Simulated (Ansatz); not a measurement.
# Relative stability

The two ends of one reaction step of GeSi2H9O, doublet (PBE0-D4/def2-TZVP).

A:

```
atom    x (Å)    y (Å)    z (Å)
  H1   1.2469  -0.5221  -1.7713
 Si2   0.9128  -1.5548  -0.7543
  O3   1.0967  -0.9557   0.7555
 Si4   0.4472   0.0132   1.9007
 Ge5  -1.2955   1.4586  -1.0863
  H6  -0.4855  -2.0123  -0.9700
  H7   1.8405  -2.7033  -0.9010
  H8   1.1234  -0.2900   3.1860
  H9  -1.0124  -0.2378   2.0335
 H10   0.6634   1.4447   1.5590
 H11  -1.9691   0.7927  -2.2984
 H12  -0.2378   2.4867  -1.5206
 H13  -2.3304   2.0801  -0.1328
```

B:

```xyz
13
angstrom
H -0.4119 0.3314 -1.3503
Si 1.2705 -1.9336 -0.6181
O 1.3094 -1.1276 0.8066
Si 0.5265 -0.0988 1.8110
Ge -1.2555 1.6176 -1.3936
H -0.0685 -2.5684 -0.8078
H 2.3367 -2.9741 -0.5771
H 1.1153 -0.2388 3.1645
H -0.9229 -0.4243 1.8544
H 0.6962 1.2998 1.3378
H -2.0854 1.6296 -2.6842
H -0.3208 2.8330 -1.3658
H -2.1895 1.6542 -0.1774
```

Computed with Ansatz 0.2.0 (basis: def2-TZVPP); correlated methods freeze the cores; orbitals are unrestricted. Filled d shells of the heavier atoms are correlated. The def2 sets are not built for correlating such inner shells, so the correlated values are less sure here. B3LYP uses VWN-RPA correlation.

Problem. Which structure is lower at CCSD(T), and by how much? (Judge from chemistry; the value comes from the calculation.)

Solution. Computed: A, by 0.320 eV (electronic energy, against the other). By their contacts, A is a complex of Si₂H₆O ([SiH3][O][SiH3]) + GeH₃ and B is a complex of Si₂H₅O ([SiH2][O][SiH3]) + GeH₄.

All methods give the same order:

| method | E(B) − E(A) (eV) |
| --- | --- |
| SPW92 | 0.240 |
| PBE-D4 | 0.259 |
| BLYP-D4 | 0.288 |
| r2SCAN-D4 | 0.288 |
| B97M-V | 0.255 |
| PBE0-D4 | 0.297 |
| B3LYP-D4 | 0.321 |
| r2SCAN0-D4 | 0.318 |
| BHLYP-D4 | 0.366 |
| CAM-B3LYP-D4 | 0.311 |
| wB97X-V | 0.322 |
| wB97M-V | 0.415 |
| B2PLYP | 0.309 |
| PBE-QIDH | 0.319 |
| RPA on PBE | 0.285 |
| HF | 0.329 |
| MP2 | 0.323 |
| CCSD | 0.329 |
| CCSD(T) | 0.320 |

No T1 diagnostic of these runs exceeds 0.013. ⟨S²⟩ of the unrestricted Hartree–Fock references: 0.75 (a pure state has 0.75).

Labels in which every atom is bracketed show which atoms are joined, not bond orders.

For scale, one of the runs: CCSD(T)/def2-TZVPP, 289 basis functions, launched by `ansatz run in.yaml --threads 4 --pin off --events-out ev --progress --plain --max-ram 66560MiB --backend cuda --devices 0, --max-vram 37GiB`. Time: 21 s of wall clock on 4 CPU threads of an AMD EPYC 7R13 and a share of one NVIDIA H100; the host was shared. Peak host memory: 0.88 GiB.
